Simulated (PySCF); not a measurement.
# Adding and removing an electron: HgSb

PBE; PySCF, scalar-relativistic core potentials, basis sets Hg def2-SVP with ECP60, Sb def2-SVP with ECP28. Neutral (UKS): quartet (σ ↑, π ↑↑), Re = 3.366 Å, ωe = 38.3 cm⁻¹, De = 0.09 eV, HOMO -4.94 eV, LUMO -3.50 eV.

HgSb⁺ (UKS): triplet (π ↑↑), Re = 2.803 Å, ωe = 128 cm⁻¹, De = 1.67 eV to Hg + Sb⁺. The energies at the minima are -393.75643 hartree for HgSb and -393.48554 for HgSb⁺.

Q: Work out the adiabatic ionisation energy, without and with harmonic zero-point energies (1 hartree = 27.2114 eV, 1 eV = 8065.5 cm⁻¹), and the change of the bond length.

A: At PBE: 0.27089 hartree = 7.371 eV between the minima; the zero-point term (128.0 − 38.3)/2 cm⁻¹ = +0.006 eV makes it 7.377 eV. Re changes by -56.3 pm against the neutral. The electron leaves a σ orbital, and the shorter bond of the ion fits an antibonding orbital, or a change in how ionic the bond is.

Weak bonds: HgSb. Basis-set superposition, not corrected here, can be much of De in a small basis, most of all at correlated wavefunction levels. Spin–orbit coupling is left out, which matters for elements this heavy, above all for dissociation energies. For an ion De counts to the pair picked by the measured ionisation energies or electron affinities, which need not be the lowest pair at this level. States were picked by a PBE0 search and need not be the measured ground states.
